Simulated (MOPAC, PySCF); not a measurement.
C10H9BS, SMILES `Bc1cc(C=C)c2sccc2c1`, neutral singlet in the gas phase. 

Cartesian coordinates (Å):
SMILES: Bc1cc(C=C)c2sccc2c1
```xyz
21

B      0.8967     3.1683     0.0397
C      0.3312     1.7397     0.0358
C      1.1913     0.6140    -0.0676
C      0.7305    -0.7048    -0.0755
C      1.6221    -1.8715    -0.1774
C      2.9386    -1.8927     0.0725
C     -0.6703    -0.8796     0.0114
S     -1.5283    -2.4029     0.0277
C     -3.0667    -1.5787     0.1490
C     -2.9460    -0.2245     0.1856
C     -1.5735     0.2152     0.1103
C     -1.0562     1.5175     0.1245
H      0.1532     4.1158     0.1320
H      2.0868     3.3564    -0.0478
H      2.2640     0.7945    -0.1633
H      1.1388    -2.8068    -0.4831
H      3.5164    -2.8123    -0.0451
H      3.4829    -1.0062     0.4094
H     -3.9814    -2.1687     0.1898
H     -3.7929     0.4582     0.2642
H     -1.7370     2.3692     0.2002
```
Charge 0, multiplicity 1.

All levels are single points at this geometry (B3LYP-D3(BJ)/def2-SVP); Pople sets use spherical d functions. Orbital energies aren't observables, and empty levels follow the basis.

| level | HOMO (eV) | LUMO (eV) | gap (eV) | dipole (D) | vertical IE, Delta-SCF (eV) |
|---|---|---|---|---|---|
| TPSSh-D3(BJ)/def2-TZVP in PySCF | -5.86 | -2.33 | 3.53 | 1.92 | 7.73 |
| B3LYP/6-311+G** in PySCF | -6.23 | -2.16 | 4.08 | 1.83 | – |
| B3LYP/LANL2DZ in PySCF | -6.18 | -2.04 | 4.14 | 1.74 | – |
| M06-2X/6-31G* in PySCF | -7.16 | -0.86 | 6.29 | 1.52 | – |
| SVWN5/6-31G* in PySCF | -5.47 | -2.74 | 2.73 | 2.20 | 7.76 |
| HF/3-21G in PySCF | -8.05 | 1.65 | 9.71 | 1.11 | – |
| HF/6-31G* in PySCF | -7.86 | 1.82 | 9.68 | 1.22 | – |
| HF/STO-3G in PySCF | -5.96 | 5.15 | 11.11 | 1.48 | – |
| AM1 in MOPAC | -8.46 | -0.38 | 8.08 | 0.62 | – |
